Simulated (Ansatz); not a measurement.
Born–Oppenheimer molecular dynamics of ClH3OSn (6 atoms, charge 0, multiplicity 1). It starts at the highest image of a converged band. Of that band: Neighbouring images differ by up to 1.8 eV, so the band resolves the path poorly. A vibrational analysis at the climbing image gives one clearly imaginary mode, 1016i cm⁻¹: a first-order saddle point.

All numbers below come from RKS BLYP/def2-SVP in Ansatz 0.2.0.

```json
{"ensemble": "NVE (velocity Verlet)", "time step": "0.5 fs", "steps asked": "200", "starting velocities drawn for": "100 K", "seed": "6574"}
```

Frames 2.5 fs apart, positions in Å.

Velocities at 70 fs (Å/ps):

```
Sn -0.71 0.64 -0.07
O 3.45 -4.53 3.20
H 23.16 4.69 -34.18
H 3.36 17.62 63.38
H 14.29 -31.53 -89.92
Cl -0.35 0.18 0.53
```

```xyz
6
Properties=species:S:1:pos:R:3 time_fs=70 energy_less_start_eV=-0.792 T=1631
Sn 0.272 0.099 -0.356
O 0.648 0.205 1.825
H 1.328 -0.461 2.065
H 2.101 0.068 -0.557
H -0.813 1.469 -0.795
Cl -1.149 -1.810 -0.500
6
Properties=species:S:1:pos:R:3 time_fs=72.5 energy_less_start_eV=-0.735 T=1521
Sn 0.271 0.101 -0.355
O 0.655 0.194 1.829
H 1.385 -0.450 1.971
H 2.079 0.107 -0.420
H -0.759 1.376 -1.015
Cl -1.150 -1.809 -0.499
6
Properties=species:S:1:pos:R:3 time_fs=75 energy_less_start_eV=-0.675 T=1405
Sn 0.270 0.102 -0.353
O 0.659 0.184 1.828
H 1.436 -0.433 1.861
H 2.012 0.131 -0.335
H -0.679 1.270 -1.221
Cl -1.151 -1.809 -0.499
6
Properties=species:S:1:pos:R:3 time_fs=77.5 energy_less_start_eV=-0.574 T=1210
Sn 0.269 0.104 -0.350
O 0.661 0.174 1.820
H 1.467 -0.397 1.746
H 1.944 0.138 -0.305
H -0.586 1.168 -1.412
Cl -1.151 -1.810 -0.499
6
Properties=species:S:1:pos:R:3 time_fs=80 energy_less_start_eV=-0.510 T=1086
Sn 0.268 0.107 -0.345
O 0.660 0.164 1.806
H 1.484 -0.343 1.640
H 1.928 0.123 -0.330
H -0.490 1.081 -1.583
Cl -1.151 -1.811 -0.499
6
Properties=species:S:1:pos:R:3 time_fs=82.5 energy_less_start_eV=-0.534 T=1131
Sn 0.267 0.109 -0.340
O 0.656 0.155 1.787
H 1.507 -0.282 1.556
H 1.981 0.087 -0.406
H -0.391 1.008 -1.724
Cl -1.151 -1.812 -0.499
6
Properties=species:S:1:pos:R:3 time_fs=85 energy_less_start_eV=-0.537 T=1139
Sn 0.267 0.111 -0.334
O 0.649 0.146 1.762
H 1.537 -0.213 1.510
H 2.061 0.028 -0.520
H -0.291 0.948 -1.821
Cl -1.151 -1.814 -0.500
6
Properties=species:S:1:pos:R:3 time_fs=87.5 energy_less_start_eV=-0.513 T=1092
Sn 0.266 0.113 -0.329
O 0.641 0.139 1.731
H 1.565 -0.134 1.509
H 2.115 -0.048 -0.652
H -0.196 0.901 -1.866
Cl -1.150 -1.815 -0.500
6
Properties=species:S:1:pos:R:3 time_fs=90 energy_less_start_eV=-0.523 T=1112
Sn 0.266 0.114 -0.323
O 0.632 0.133 1.696
H 1.593 -0.046 1.552
H 2.108 -0.134 -0.781
H -0.116 0.875 -1.861
Cl -1.149 -1.817 -0.501
6
Properties=species:S:1:pos:R:3 time_fs=92.5 energy_less_start_eV=-0.579 T=1220
Sn 0.267 0.115 -0.318
O 0.622 0.128 1.658
H 1.614 0.048 1.625
H 2.034 -0.224 -0.887
H -0.066 0.884 -1.821
Cl -1.149 -1.819 -0.501
6
Properties=species:S:1:pos:R:3 time_fs=95 energy_less_start_eV=-0.663 T=1382
Sn 0.269 0.115 -0.313
O 0.614 0.126 1.622
H 1.605 0.145 1.713
H 1.908 -0.317 -0.962
H -0.057 0.942 -1.763
Cl -1.148 -1.820 -0.502
6
Properties=species:S:1:pos:R:3 time_fs=97.5 energy_less_start_eV=-0.744 T=1538
Sn 0.272 0.115 -0.310
O 0.607 0.125 1.589
H 1.561 0.242 1.798
H 1.763 -0.413 -1.010
H -0.096 1.057 -1.695
Cl -1.148 -1.821 -0.502
```

Of the whole run (100 fs, mean temperature of the second half 1533 K): The conserved energy stayed within 0.14 meV per atom of its start (net change -0.029 meV per atom), so the integration is sound. The kinetic energy rose, since the run started high on the potential surface and went downhill. A run of 0.1 ps of so small a system gives no equilibrium averages. The orbitals stay closed-shell, which can raise the energy where a bond breaks towards radicals; this wasn't checked here.

Time of the run: 6.3 min on 1 thread of Arm Neoverse V2 (shared host), peak memory 0.11 GiB.
